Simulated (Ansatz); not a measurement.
SiS, closed-shell singlet (the spin of the measured ground state), most abundant isotopes (27.9769 and 31.9721 u). Constants from fifth-degree fits in 1/R to seven points on the lowest solution found; no spin–orbit coupling, no relativity up to Kr; ω_e x_e and α_e move by some per cent with the fit.

Frozen-core correlation. CBS: X⁻³ extrapolation of the correlation energy, Hartree–Fock from the larger set.

Codes used: Ansatz (a program for electronic structure) with Gaussian orbitals. 

```csv
level,r_e (Å),ω_e (cm⁻¹),ω_e x_e (cm⁻¹),α_e (cm⁻¹)
PBE/def2-TZVPP,1.9512,726.1,2.40,0.00143
"CCSD(T)/CBS(aug-cc-pV(T+d)Z, aug-cc-pV(Q+d)Z)",1.9353,753.7,2.53,0.00143
```

D_e from total energies of the atoms and the molecule: 6.48 eV at PBE/def2-TZVPP; 6.38 eV at CCSD(T)/CBS(aug-cc-pV(T+d)Z, aug-cc-pV(Q+d)Z).

**Question.** Derive the rotational constants, the centrifugal constant, the fundamental, the zero-point energy and the force constant, and test the Morse rule for the well depth.

**Answer.** 
μ = 14.92069 u.
- PBE/def2-TZVPP: B_e = 16.8576/(μ r_e²) = 0.29677 cm⁻¹; B₀ = B_e − α_e/2 = 0.29606 cm⁻¹; D = 4B_e³/ω_e² = 1.98e-07 cm⁻¹; fundamental ω_e − 2ω_e x_e = 721 cm⁻¹; zero-point energy ω_e/2 − ω_e x_e/4 = 362 cm⁻¹; k = μ(2πcω_e)² = 464 N/m; the line J = 1 ← 0 at 2B₀ = 17.75 GHz; a Morse well would hold ω_e²/(4ω_e x_e) = 6.81 eV against the computed D_e of 6.48 eV
- CCSD(T)/CBS(aug-cc-pV(T+d)Z, aug-cc-pV(Q+d)Z): B_e = 16.8576/(μ r_e²) = 0.30164 cm⁻¹; B₀ = B_e − α_e/2 = 0.30093 cm⁻¹; D = 4B_e³/ω_e² = 1.93e-07 cm⁻¹; fundamental ω_e − 2ω_e x_e = 749 cm⁻¹; zero-point energy ω_e/2 − ω_e x_e/4 = 376 cm⁻¹; k = μ(2πcω_e)² = 499 N/m; the line J = 1 ← 0 at 2B₀ = 18.04 GHz; a Morse well would hold ω_e²/(4ω_e x_e) = 6.96 eV against the computed D_e of 6.38 eV

Measured for the ground state: r_e 1.9293 Å [microwave values compiled in ACS Omega 2, 8373 (2017)]; ω_e 749.65 cm⁻¹ [Irikura, J. Phys. Chem. Ref. Data 36, 389 (2007)].
